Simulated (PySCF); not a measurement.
Sn(H)2(Cl)(OH) (ClH3OSn), SMILES [OH][SnH2][Cl].

Coordinates come from a B3LYP-D3(BJ)/def2-SVP optimisation. The def2 effective core potentials stand for the cores of Sn; spin–orbit coupling is left out. Other conformers were not sampled.

All values below come from PySCF with B3LYP-D3(BJ)/def2-SVP.

Frequencies are harmonic and unscaled.

```json
[
 {"mode": "1", "ν (cm⁻¹)": "131", "IR (km/mol)": "17.3", "Raman (Å⁴/amu)": "3.8", "depolarisation": "0.73", "moving atoms (share of kinetic energy)": "H 38 %, O 33 %, Cl 19 %, Sn 11 %"},
 {"mode": "2", "ν (cm⁻¹)": "202", "IR (km/mol)": "112.8", "Raman (Å⁴/amu)": "1.0", "depolarisation": "0.74", "moving atoms (share of kinetic energy)": "H 59 %, O 33 %"},
 {"mode": "3", "ν (cm⁻¹)": "365", "IR (km/mol)": "47.2", "Raman (Å⁴/amu)": "8.4", "depolarisation": "0.24", "moving atoms (share of kinetic energy)": "Cl 77 %, Sn 23 %"},
 {"mode": "4", "ν (cm⁻¹)": "431", "IR (km/mol)": "40.3", "Raman (Å⁴/amu)": "11.4", "depolarisation": "0.73", "moving atoms (share of kinetic energy)": "H 90 %"},
 {"mode": "5", "ν (cm⁻¹)": "515", "IR (km/mol)": "4.1", "Raman (Å⁴/amu)": "27.9", "depolarisation": "0.74", "moving atoms (share of kinetic energy)": "H 97 %"},
 {"mode": "6", "ν (cm⁻¹)": "620", "IR (km/mol)": "105.2", "Raman (Å⁴/amu)": "10.4", "depolarisation": "0.09", "moving atoms (share of kinetic energy)": "O 80 %, Sn 14 %"},
 {"mode": "7", "ν (cm⁻¹)": "655", "IR (km/mol)": "87.1", "Raman (Å⁴/amu)": "19.2", "depolarisation": "0.74", "moving atoms (share of kinetic energy)": "H 93 %"},
 {"mode": "8", "ν (cm⁻¹)": "671", "IR (km/mol)": "96.0", "Raman (Å⁴/amu)": "26.4", "depolarisation": "0.67", "moving atoms (share of kinetic energy)": "H 98 %"},
 {"mode": "9", "ν (cm⁻¹)": "857", "IR (km/mol)": "96.0", "Raman (Å⁴/amu)": "3.3", "depolarisation": "0.67", "moving atoms (share of kinetic energy)": "H 93 %"},
 {"mode": "10", "ν (cm⁻¹)": "1914", "IR (km/mol)": "110.5", "Raman (Å⁴/amu)": "260.2", "depolarisation": "0.15", "moving atoms (share of kinetic energy)": "H 99 %"},
 {"mode": "11", "ν (cm⁻¹)": "1959", "IR (km/mol)": "117.8", "Raman (Å⁴/amu)": "159.2", "depolarisation": "0.32", "moving atoms (share of kinetic energy)": "H 99 %"},
 {"mode": "12", "ν (cm⁻¹)": "3826", "IR (km/mol)": "65.1", "Raman (Å⁴/amu)": "105.9", "depolarisation": "0.27", "moving atoms (share of kinetic energy)": "H 94 %"}
]
```
